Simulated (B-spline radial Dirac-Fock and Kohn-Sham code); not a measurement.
The Mg-like isoelectronic sequence (12 electrons), Z = 37 to 52

The computed values come from a radial finite-basis atomic code: Dirac-Fock ΔSCF + Breit + QED. Binding energies in eV, tabulated ground configurations ([Ne] 3s2 throughout). Correlation energy is missing from these numbers.

```csv
ion,1s,2s,2p1/2,2p3/2,outermost level,NIST ionisation energy
Rb²⁵⁺,16441.6,3242.2,3046.2,2984.1,1237.2 (3s),1242.5 ± 1.7
Sr²⁶⁺,17422.6,3462.9,3260.2,3190.3,1327.9 (3s),1333.4 ± 1.9
Zr²⁸⁺,19475.5,3927.4,3711.1,3623.3,1519.3 (3s),1525.1 ± 2.2
Nb²⁹⁺,20547.7,4171.3,3948.1,3850.1,1619.9 (3s),1625.9 ± 2.3
Mo³⁰⁺,21650.6,4423.0,4192.9,4083.8,1723.9 (3s),1730.1 ± 2.5
Tc³¹⁺,22784.4,4682.7,4445.5,4324.4,1831.3 (3s),1838 ± 3
Ru³²⁺,23949.5,4950.3,4706.1,4572.0,1942.1 (3s),1949 ± 3
Rh³³⁺,25145.9,5225.9,4974.6,4826.4,2056.3 (3s),2063 ± 3
Pd³⁴⁺,26374.0,5509.7,5251.2,5087.8,2174.0 (3s),2181 ± 3
Ag³⁵⁺,27634.0,5801.7,5535.8,5356.1,2295.1 (3s),2302 ± 3
Cd³⁶⁺,?,?,?,?,?,?
In³⁷⁺,30250.6,6410.5,6129.8,5913.6,2547.9 (3s),2555 ± 3
Sn³⁸⁺,31607.7,6727.5,6439.3,6202.8,2679.6 (3s),2687 ± 4
Sb³⁹⁺,32997.8,7053.0,6757.2,6499.0,2814.9 (3s),2815 ± 4
Te⁴⁰⁺,34421.1,7387.1,7083.7,6802.1,2953.8 (3s),2954 ± 4
```

Task: Fill in the row of Cd³⁶⁺.

Result: 1s 28926.1, 2s 6101.9, 2p1/2 5828.7, 2p3/2 5631.4, outermost 2419.8 (3s), NIST 2427 ± 3 eV.

NIST's values are for the lowest levels; a dash marks a value that is missing or belongs to another shell. Their kind here: semi-empirical, theoretical.
